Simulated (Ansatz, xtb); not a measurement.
**Relative energy of two isomers of C4H10GeO**

Structure a: `O[C@@H]1CC[C@@H]1[GeH3]`, a singlet. Structure b: `O[C@@H]1CC[C@H]1[GeH3]`, a singlet. Both are isolated molecules in the gas phase, relaxed with PBE-D3(BJ)/def2-SVP; each stands in its lowest conformer found.

Question: Estimate E(b) − E(a) at the level CCSD(T)/def2-SVP + ΔMP2/def2-TZVPP.

Answer: CCSD(T)/def2-SVP + ΔMP2/def2-TZVPP gives E(b) − E(a) = +0.016 eV, slightly favouring structure a, which is too small a margin to settle the true order.

The same difference at several levels:

```tsv
level	geometry	E(b) − E(a) (eV)	departure from the last row (eV)	job, with rough time for the two
GFN2-xTB	GFN2-xTB	+0.117	+0.101	optimisation, 0.86 s
HF/STO-3G	GFN2-xTB	−0.056	−0.072	single point, 2.6 s
r2SCAN-D4/def2-SVP	GFN2-xTB	+0.028	+0.012	single point, 14 s
PBE-D3(BJ)/def2-SVP	PBE-D3(BJ)/def2-SVP	+0.049	+0.033	optimisation, 2.2 min
HF/def2-SVP	PBE-D3(BJ)/def2-SVP	+0.042	+0.026	part of the CCSD(T) run
MP2/def2-SVP	PBE-D3(BJ)/def2-SVP	+0.058	+0.042	part of the CCSD(T) run
CCSD(T)/def2-SVP	PBE-D3(BJ)/def2-SVP	+0.059	+0.043	single point
CCSD(T)/def2-SVP + ΔMP2/def2-TZVPP	PBE-D3(BJ)/def2-SVP	+0.016		single point, 5.3 min
```

As drawn, both hold the same kinds of bond in the same numbers.

The largest departure from CCSD(T)/def2-SVP + ΔMP2/def2-TZVPP is that of GFN2-xTB, 0.101 eV. The last row adds to CCSD(T) the change of the MP2 difference between the two basis sets, here −0.043 eV.

With thermal terms from frequencies at re-optimised GFN2-xTB minima (ideal gas, soft modes damped towards free rotors, one conformer each, 298.15 K, 1 atm): on the last row, ΔE + ΔZPE = +0.006, ΔH = +0.014, ΔG = −0.022 eV.

The correlated steps freeze 14 core orbitals; the filled d shell of Ge is correlated, in a basis made for valence electrons. Programs: Ansatz 0.2.0, xtb 6.7.1; the last row on 2 threads of Intel(R) Xeon(R) Processor @ 2.50GHz (Skylake/Cascade Lake) on a shared host.
